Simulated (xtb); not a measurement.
C$_{3}$H$_{11}$Si$_{3}$, doublet, geometry from GFN2-xTB; GFN1-xTB (xtb 6.7.1).

Here is a job for xtb.
```
$ xtb mol.xyz --gfn 1 --uhf 1 --json

# file mol.xyz
17

C      1.51380197     0.81809202     0.50539771
Si     1.63754306    -0.92661904    -0.13014090
C     -0.04128886    -1.75001797     0.21374552
Si    -1.56054583    -0.84447112    -0.48872294
C     -1.26109377     1.02671936    -0.65496501
Si    -0.07402361     1.78201665     0.62271278
H      2.42327905     1.30358455     0.82984475
H      2.72881351    -1.65115256     0.54335961
H      1.90634651    -0.94257836    -1.57982010
H     -0.02920890    -2.77013691    -0.16692046
H     -0.16041559    -1.83641026     1.29372713
H     -1.89053458    -1.39651614    -1.81382299
H     -2.71149695    -1.07856137     0.39995844
H     -2.21868474     1.54335451    -0.61239872
H     -0.85904916     1.22467750    -1.64859725
H      0.16152622     3.20948361     0.34474771
H     -0.66072177     1.67252382     1.97096759
```

The log (banner, timings and long lists left out):

```
   ID    Z sym.   atoms
    1    6 C      1, 3, 5
    2   14 Si     2, 4, 6
    3    1 H      7-17

           -------------------------------------------------
          |                Calculation Setup                |
           -------------------------------------------------

           -------------------------------------------------
          |                 G F N 1 - x T B                 |
           -------------------------------------------------

          ...................................................
          :                      SETUP                      :
          :.................................................:
          :  # basis functions                  64          :
          :  # atomic orbitals                  61          :
          :  # shells                           37          :
          :  # electrons                        35          :
          :  # halogen bonds                     0          :
          :  max. iterations                   250          :
          :  Hamiltonian                  GFN1-xTB          :
          :  restarted?                      false          :
          :  GBSA solvation                  false          :
          :  PC potential                    false          :
          :  electronic temp.          300.0000000     K    :
          :  accuracy                    1.0000000          :
          :  -> integral cutoff          0.2500000E+02      :
          :  -> integral neglect         0.1000000E-07      :
          :  -> SCF convergence          0.1000000E-05 Eh   :
          :  -> wf. convergence          0.2000000E-04 e    :
          :  Broyden damping             0.4000000          :
          :  net charge                          0          :
          :  unpaired electrons                  1          :
          ...................................................

 iter      E             dE          RMSdq      gap      omega  full diag
   1    -17.9480490 -0.179480E+02  0.741E+00    4.90       0.0  T
   2    -17.9763039 -0.282550E-01  0.449E+00    5.38       1.0  T
   3    -17.9760674  0.236502E-03  0.404E-01    5.23       1.0  T
   4    -17.9777651 -0.169769E-02  0.936E-02    5.34       1.0  T
   5    -17.9778314 -0.662941E-04  0.223E-02    5.31       1.1  T
   6    -17.9778325 -0.103236E-05  0.681E-03    5.32       3.6  T
   7    -17.9778327 -0.209657E-06  0.111E-03    5.32      21.9  T
   8    -17.9778327 -0.154724E-07  0.378E-04    5.32      64.1  T
   9    -17.9778327 -0.247049E-09  0.178E-04    5.32     136.3  T
  10    -17.9778327 -0.387352E-09  0.230E-05    5.32    1052.9  T

   *** convergence criteria satisfied after 10 iterations ***

         :::::::::::::::::::::::::::::::::::::::::::::::::::::
         ::                     SUMMARY                     ::
         :::::::::::::::::::::::::::::::::::::::::::::::::::::
         :: total energy             -17.778088764769 Eh    ::
         :: gradient norm              0.029789437146 Eh/a0 ::
         :: HOMO-LUMO gap              5.317268636439 eV    ::
         ::.................................................::
         :: SCC energy               -17.977832684063 Eh    ::
         :: -> electrostatic           0.007867849986 Eh    ::
         :: repulsion energy           0.208378189789 Eh    ::
         :: dispersion energy         -0.008634270495 Eh    ::
         :: halogen bond corr.         0.000000000000 Eh    ::
         :: add. restraining           0.000000000000 Eh    ::
         :: total charge               0.000000000048 e     ::
         :::::::::::::::::::::::::::::::::::::::::::::::::::::

           -------------------------------------------------
          |                Property Printout                |
           -------------------------------------------------

    * Orbital Energies and Occupations

         #    Occupation            Energy/Eh            Energy/eV
[...]
        22                         -0.1712471              -4.6599
        23                         -0.1589628              -4.3256
        24                         -0.1505642              -4.0971
        25                         -0.1319015              -3.5892
        26                         -0.1235538              -3.3621
        27                         -0.0882671              -2.4019
        28                         -0.0853464              -2.3224
        29                         -0.0704883              -1.9181
       ...                                ...                  ...
        61                          1.6466725              44.8082
      -------------------------------------------------------------
                  HL-Gap            0.1954060 Eh            5.3173 eV
             Fermi-level           -0.3476312 Eh           -9.4595 eV

  Mulliken/CM5 charges         n(s)   n(p)   n(d)
     1C    -0.16348 -0.14167   1.139  3.025  0.000
     2Si    0.23337 -0.02144   1.268  1.858  0.641
     3C    -0.23771 -0.26928   1.034  3.204  0.000
     4Si    0.25659 -0.00266   1.278  1.841  0.624
     5C    -0.23827 -0.26968   1.034  3.205  0.000
     6Si    0.23328 -0.02146   1.268  1.858  0.641
     7H     0.06108  0.12143   0.939  0.000  0.000
     8H    -0.07246  0.01108   1.072  0.000  0.000
     9H    -0.06375  0.01999   1.064  0.000  0.000
    10H     0.06838  0.12985   0.932  0.000  0.000
    11H     0.07151  0.13384   0.928  0.000  0.000
    12H    -0.07641  0.00730   1.076  0.000  0.000
    13H    -0.07629  0.00746   1.076  0.000  0.000
    14H     0.06820  0.12967   0.932  0.000  0.000
    15H     0.07162  0.13402   0.928  0.000  0.000
    16H    -0.07188  0.01160   1.072  0.000  0.000
    17H    -0.06377  0.01996   1.064  0.000  0.000

Wiberg/Mayer (AO) data.
largest (>0.10) Wiberg bond orders for each atom

 ---------------------------------------------------------------------------
     #   Z sym  total        # sym  WBO       # sym  WBO       # sym  WBO
 ---------------------------------------------------------------------------
     1   6 C    3.446 --     2 Si   1.160     6 Si   1.159     7 H    0.918
     2  14 Si   4.392 --     1 C    1.160     3 C    1.014     8 H    0.919
                             9 H    0.906     6 Si   0.118     4 Si   0.117
     3   6 C    3.943 --     4 Si   1.015     2 Si   1.014    10 H    0.891
                            11 H    0.884
     4  14 Si   4.332 --     5 C    1.016     3 C    1.015    13 H    0.926
                            12 H    0.926     6 Si   0.118     2 Si   0.117
     5   6 C    3.943 --     6 Si   1.016     4 Si   1.016    14 H    0.892
                            15 H    0.884
     6  14 Si   4.392 --     1 C    1.159     5 C    1.016    16 H    0.918
                            17 H    0.907     4 Si   0.118     2 Si   0.118
     7   1 H    0.998 --     1 C    0.918
     8   1 H    0.991 --     2 Si   0.919
     9   1 H    0.991 --     2 Si   0.906
    10   1 H    0.995 --     3 C    0.891
    11   1 H    0.996 --     3 C    0.884
    12   1 H    0.990 --     4 Si   0.926
    13   1 H    0.990 --     4 Si   0.926
    14   1 H    0.995 --     5 C    0.892
    15   1 H    0.995 --     5 C    0.884
    16   1 H    0.992 --     6 Si   0.918
    17   1 H    0.991 --     6 Si   0.907
 ---------------------------------------------------------------------------

Topologies differ in total number of bonds
Writing topology from bond orders to xtbtopo.mol

 dipole moment from electron density (au)
     X       Y       Z
   0.0609   0.0205   0.0162  total (Debye):    0.168

           -------------------------------------------------
          | TOTAL ENERGY              -17.778088764769 Eh   |
          | GRADIENT NORM               0.029789437146 Eh/α |
          | HOMO-LUMO GAP               5.317268636439 eV   |
           -------------------------------------------------

normal termination of xtb
```
